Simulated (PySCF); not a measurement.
## Assignment exercise: C5H9FOSi

Mapped SMILES: `[F:1][C:2]([CH2:3][SiH3:4])=[C:5]1[CH2:6][O:7][CH2:8]1`. Hydrogens are named by the atom that carries them.

[PySCF 2.14: shieldings: GIAO PBE0/pcSseg-1; structure optimised with GFN2-xTB; non-relativistic Hamiltonian; one conformer; in vacuum; equivalent nuclei averaged]

Referencing at the same level of theory: 13C (σ = 186.93 ppm), 1H (σ = 31.72 ppm) vs TMS.

Q: Assign these signals to the numbered atoms. 13C{1H} NMR (computed): δ 159.6, 116.2, 77.6, 76.3, 14.9.

A: 
159.6 → C2, fully substituted alkene carbon: the olefinic region
116.2 → C5, fully substituted alkene carbon
77.6 → C6, allylic sp3 CH2 bonded to O: pulled downfield by the heteroatom
76.3 → C8, allylic sp3 CH2 bonded to O
14.9 → C3, allylic sp3 CH2 bonded to Si

C6 and C8 lie closer than the usual error of such a calculation, so a measured spectrum could show them in the other order.

Q: Assign these signals to the numbered atoms. 1H NMR (300 MHz, computed): δ 5.40 (s, 2H), 5.29 (s, 2H), 3.99 (t, 3H), 1.64 (m, 2H).

A: 
| δ (ppm) | atoms | environment | reason |
| --- | --- | --- | --- |
| 5.40 | H(C6) | hydrogen on an allylic sp3 CH2 bonded to O | its carbon carries O, which withdraws density |
| 5.29 | H(C8) | hydrogen on an allylic sp3 CH2 bonded to O | – |
| 3.99 | H(Si4) | hydrogen on a silicon bonded to C | – |
| 1.64 | H(C3) | hydrogen on an allylic sp3 CH2 bonded to Si | allylic position |

H(C6) and H(C8) lie closer than the usual error of such a calculation, so a measured spectrum could show them in the other order.

Splittings by 19F in the carbon and heteronuclear signals aren't shown, as no couplings were computed. Shifts are as computed. Against solution values, carbons near 30 ppm lie about +3 ppm off and those near 130 ppm about +5 ppm. Of 1309 compounds with measured shifts, 239 miss one by over three times the rms of a fit or turn the order of signals round; such compounds aren't used in these exercises. No couplings were computed; multiplicities are counted from neighbouring protons, with m where these are inequivalent, close in shift, in a saturated or five-membered ring or joined by F or P, and br s for small geminal =CH2 splittings.
